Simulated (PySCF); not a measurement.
silene anion (CH4Si), SMILES [SiH2]=C (connectivity only; charge and spin as stated), charge -1, multiplicity 2.

Geometry: PBE-D3(BJ)/def2-TZVPD. The multiplicity is an assumed one; other spin states were not compared.

Two levels are set side by side: PBE/def2-TZVPD (PySCF) and ωB97X/def2-TZVPD (PySCF). Same geometry, gas phase. Differences are taken from unrounded values.

```json
[
 {"quantity": "α-spin orbital gap (eV)", "ωB97X": "7.09", "PBE": "1.97", "PBE minus ωB97X": "-5.12"},
 {"quantity": "β-spin orbital gap (eV)", "ωB97X": "7.60", "PBE": "2.57", "PBE minus ωB97X": "-5.03"},
 {"quantity": "mean polarisability (bohr³)", "ωB97X": "88.2", "PBE": "91.7", "PBE minus ωB97X": "3.4"}
]
```

PBE's more diffuse valence density responds more strongly to a field. Differences between two approximate levels are no errors against the true value.

Rough cost on one machine, each run with all the roots and properties that it gave: ωB97X against PBE within a factor of 2.
